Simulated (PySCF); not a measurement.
Se(Br)(OSiH3) (BrH3OSeSi), SMILES [SiH3]O[Se]Br. Atoms are numbered in the order given.

```xyz
7

Se     0.0711    -0.2320     1.0136
Br     1.0664     1.2259    -0.5270
O     -0.5395    -1.5489    -0.0512
Si    -2.0127    -1.3375    -0.8766
H     -3.1147    -1.0787     0.0937
H     -2.2281    -2.6218    -1.5936
H     -1.9047    -0.2041    -1.8369
```
Charge 0, spin multiplicity 1.

The structure is a stationary point at r2SCAN-D4/def2-SVP. The structure was generated by enumeration, and PubChem lists no compound with its InChIKey, so it may never have been made. The values are those of a single conformer.

Two levels are set side by side: PBE/pcSseg-1 (PySCF) and PBE0/pcSseg-1 (PySCF). GIAO shifts against H2O (¹⁷O), Me2Se (⁷⁷Se), TMS (²⁹Si), TMS (¹H) at the same level; non-relativistic, no solvent, atoms listed together averaged. Without spin–orbit terms, shifts of atoms bonded to Cl or Br come out too high at both levels. Differences are taken from unrounded values.

| quantity | PBE0 | PBE | PBE minus PBE0 |
|---|---|---|---|
| δ(⁷⁷Se) of Se1 (ppm) | 2304.4 | 2439.0 | 134.6 |
| δ(¹⁷O) of O3 (ppm) | 35.1 | 65.6 | 30.5 |
| δ(²⁹Si) of Si4 (ppm) | -14.4 | -15.3 | -0.9 |

Rough cost on one machine, each run with all the roots and properties that it gave: PBE0 against PBE within a factor of 2.
